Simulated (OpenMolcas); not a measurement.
Systems:
- [CrCl3], a model complex in vacuum: trigonal planar, Cr–Cl 2.18 Å; shape imposed, not necessarily the one it adopts

Method: state-averaged CASSCF on the open d shell with SC-NEVPT2, ANO basis sets as named, scalar-relativistic DKH2, RICD, in OpenMolcas. State energies are spin-free and vertical. Orbital splittings and repulsion parameters are fits to the integrals of the highest spin's CASSCF orbitals. Times are rough, from shared cores.

| case | ground state | first state of the same spin (cm⁻¹) | first state of another spin (cm⁻¹) | Racah B (cm⁻¹) | basis functions | relative time |
|---|---|---|---|---|---|---|
| ANO-RCC-VDZP | 4A2'(1) | 4A1'' 4080 | 2A2'(1) 8720 | 964 | 88 | 2 |
| ANO-RCC-MB | 4A2'(1) | 4A1'' 7380 | 2A2'(1) 12090 | (withheld) | 45 | 1 |
| ANO-RCC-VDZ | 4A2'(1) | 4A1'' 4480 | 2A2'(1) 10150 | 948 | 66 | 1 |
| ANO-RCC-VTZP | 4A2'(1) | 4A1'' 3810 | 2A2'(1) 8420 | 988 | 161 | 7 |

Problem. Complete the blanks.

Solution. 
- ANO-RCC-MB, Racah B (cm⁻¹): 775

No ligand orbital and no second metal shell is active in the minimal space. All energies are vertical, at one fixed geometry that need not be a minimum. Gaps under about 300 cm⁻¹ between spin-free states are not resolved by the perturbation step.
